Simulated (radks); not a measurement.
Results of a calculation; reference values are marked as such.
Question: Successive ionisation energies (eV) of one element, from differences of total energies of ions in their ground configurations, starting at charge 0: 9.900, 18.572, 27.999, 50.235, 63.916, 121.24, 150.60, 181.81, 214.71, 249.15, 296.25, 335.29. Level of theory: scalar-relativistic Kohn-Sham, PBE, spin-polarised, spherical densities, finite nucleus; open shells are filled with parallel spins first; Fermi nuclear charge, rms radius 4.0968 fm (a radial shooting solver on a logarithmic mesh with Libxc functionals). Which element is it?

Answer: Arsenic (Z = 33). The first species listed is As in [Ar] 3d10 4s2 4p3, the last As11+ in [Ar] 3d4.
